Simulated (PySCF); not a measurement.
# C4HF4P3

Cartesian coordinates in Å; atom numbers follow the order of the lines, from 1:
```xyz
12

F     1.429   -1.418    1.155
C     1.107   -0.477    0.257
P     2.131    0.866   -0.496
C     0.876    2.150   -0.188
P    -0.710    1.708    0.135
C    -0.281   -0.095   -0.121
C    -1.374   -1.081    0.173
F    -1.645   -1.179    1.483
F    -1.071   -2.312   -0.262
F    -2.523   -0.728   -0.425
P     0.864   -0.613   -1.567
H     1.199    3.179   -0.169
```

Theory: PySCF, GIAO B3LYP/pcSseg-1 magnetisability, rotational g tensor and spin-rotation constants, non-relativistic, gas phase. Geometry: GFN2-xTB.

The bonding changed while the geometry was optimised; results refer to the coordinates, not to the name.

What are the magnetisability and the molar susceptibility?

Isotropic -1645 × 10⁻³⁰ J/T², or -99.1 × 10⁻⁶ cm³/mol; principal values -1754, -1670, -1511 × 10⁻³⁰ J/T², anisotropy 213 × 10⁻³⁰ J/T² (root of half the summed squared differences of the principal values). The susceptibility is in cgs units.

Split it along the inertial axes a, b, c into diamagnetic and paramagnetic parts about the centre of mass, with the quadrupole moment.


| axis | χ (10⁻⁶ cm³/mol) | diamagnetic (10⁻⁶ cm³/mol) | paramagnetic (10⁻⁶ cm³/mol) | summed x² of all electrons (Å²) | quadrupole Θ (D Å) |
| --- | --- | --- | --- | --- | --- |
| a | -91.9 | -1037.2 | 945.2 | 292.3 | +0.96 |
| b | -104.9 | -1599.6 | 1494.7 | 159.8 | -0.70 |
| c | -100.4 | -1918.2 | 1817.8 | 84.7 | -0.26 |

Anisotropies 2χaa − χbb − χcc = +21.4 and 2χbb − χaa − χcc = -17.5 × 10⁻⁶ cm³/mol. Θ is traceless in Buckingham's convention.

And the rotational g tensor?


```tsv
axis	rotational constant (GHz)	g	nuclear part	electronic part
a	1.1705	-0.0298	0.4899	-0.5198
b	0.7180	-0.0136	0.4906	-0.5042
c	0.5919	-0.0125	0.4930	-0.5055
```
Asymmetric top; isotopes 12C, 19F, 1H, 31P; no vibrational averaging.
